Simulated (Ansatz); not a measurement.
CH$_{9}$N$_{3}$Zr, SMILES `[CH3][Zr]([NH2])([NH2])[NH2]`. The species carries charge 0 and has multiplicity 1. Zr takes the def2 core potential. The structure was optimised at the PBE0-D4/def2-TZVP level. It is one conformer, not always the lowest.

```xyz
14

C     0.459    0.201    1.924
Zr   -0.060   -0.026   -0.252
N    -0.238   -2.018   -0.654
N     1.443    0.805   -1.351
N    -1.824    0.942   -0.585
H     0.395    1.247    2.249
H     1.479   -0.141    2.135
H    -0.216   -0.378    2.564
H    -0.817   -2.647   -0.112
H     0.251   -2.558   -1.354
H     2.421    0.575   -1.223
H     1.375    1.531   -2.051
H    -1.995    1.900   -0.308
H    -2.674    0.568   -0.983
```

Q: What is the dipole moment at B3LYP/def2-TZVPP? (An estimate is asked.)

A: Computed: 1.27 D, with components (-0.29, -0.13, -1.23) D in this frame, pointing from negative to positive charge.

Q: And with PBE, r2SCAN, ωB97M-V? (An estimate is asked.)

A: The calculation gave: PBE 1.29 D, r2SCAN 1.25 D, ωB97M-V 1.28 D.

Q: Give the Mulliken charges with B3LYP, ωB97M-V, PBE in def2-TZVPP. (Estimate.)

A: Computed: 
```
atom  B3LYP  ωB97M-V    PBE
  C1  -0.59    -0.65  -0.59
 Zr2   1.23     1.18   1.05
  N3  -0.55    -0.51  -0.52
  N4  -0.55    -0.51  -0.52
  N5  -0.55    -0.51  -0.52
  H6   0.08     0.11   0.09
  H7   0.08     0.11   0.09
  H8   0.08     0.11   0.09
  H9   0.13     0.11   0.14
 H10   0.13     0.11   0.14
 H11   0.13     0.11   0.14
 H12   0.13     0.11   0.14
 H13   0.13     0.11   0.14
 H14   0.13     0.11   0.14
```

B3LYP here is the variant with VWN-RPA as its local correlation; programs differ in this.
